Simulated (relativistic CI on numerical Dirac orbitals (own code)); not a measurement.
# d5 in a ligand field

Computed with a parametric ligand-field model of a d^n configuration (Racah B and C, spin-orbit zeta, crystal field), exact diagonalisation.

Field parameters in Wybourne normalisation: D3d B²₀ = −7Dσ, B⁴₀ = −14Dq − 21Dτ, B⁴₃ = −14√(10/7) Dq; Oh B⁴₀ = 21Dq, B⁴₄ = √(5/14) B⁴₀; Td as Oh with Dq negative (B⁴₀ = 21Dq, B⁴₄ = √(5/14) B⁴₀). The field is a parameter set, without covalency.

(1) Ground term and bands for B = 730, C = 2820, ζ = 0 cm⁻¹, D3d, 10Dq = 30350, Dσ = 1200, Dτ = -370 cm⁻¹?

(2) Ground term and bands for B = 1040, C = 4810, ζ = 0 cm⁻¹, D3d, 10Dq = 22700, Dσ = 1200, Dτ = -250 cm⁻¹?

(3) Ground term and bands for B = 690, C = 2760, ζ = 0 cm⁻¹, Oh, 10Dq = 28900 cm⁻¹?

(4) Ground term and bands for B = 1030, C = 4570, ζ = 0 cm⁻¹, Td, 10Dq = -2200 cm⁻¹?

(5) Ground term and bands for B = 1020, C = 4200, ζ = 0 cm⁻¹, Oh, 10Dq = 31850 cm⁻¹?

## Answers

(1) Ground term 2A1 with 0.08 electrons in the two orbitals of the cubic e set. Spin-allowed: 2E 807 cm⁻¹, 2A2 25958 cm⁻¹ (385 nm), 2E 26304 cm⁻¹ (380 nm), 2A2 26448 cm⁻¹ (378 nm). Lowest spin-forbidden: 4A2 15999 cm⁻¹ (625 nm), 4E 16093 cm⁻¹ (621 nm), 4E 21259 cm⁻¹ (470 nm).

(2) Ground term 6A1 with 2.00 electrons in the two orbitals of the cubic e set. Spin-allowed: none. Lowest spin-forbidden: 2A1 15466 cm⁻¹ (647 nm), 2E 15954 cm⁻¹ (627 nm), 4E 16231 cm⁻¹ (616 nm). A high-spin d5 ion has no spin-allowed d-d band, hence its pale colour.

(3) Ground term 2T2 with 0.04 electrons in the two orbitals of the cubic e set. Spin-allowed: 2A2 25355 cm⁻¹ (394 nm), 2T1 25603 cm⁻¹ (391 nm), 2T2 27446 cm⁻¹ (364 nm), 2E 28972 cm⁻¹ (345 nm). Lowest spin-forbidden: 4T1 15657 cm⁻¹ (639 nm), 4T2 20845 cm⁻¹ (480 nm), 6A1 21432 cm⁻¹ (467 nm).

(4) Ground term 6A1 with 2.00 electrons in the two orbitals of the cubic e set. Spin-allowed: none. Lowest spin-forbidden: 4T1 32526 cm⁻¹ (307 nm), 4T2 33052 cm⁻¹ (303 nm), 4A1+E 33150 cm⁻¹ (302 nm). A high-spin d5 ion has no spin-allowed d-d band, hence its pale colour.

(5) Ground term 2T2 with 0.06 electrons in the two orbitals of the cubic e set. Spin-allowed: 2A2 26891 cm⁻¹ (372 nm), 2T1 27253 cm⁻¹ (367 nm), 2T2 29745 cm⁻¹ (336 nm), 2E 32070 cm⁻¹ (312 nm). Lowest spin-forbidden: 6A1 9285 cm⁻¹ (1077 nm), 4T1 12202 cm⁻¹ (820 nm), 4T2 19609 cm⁻¹ (510 nm).
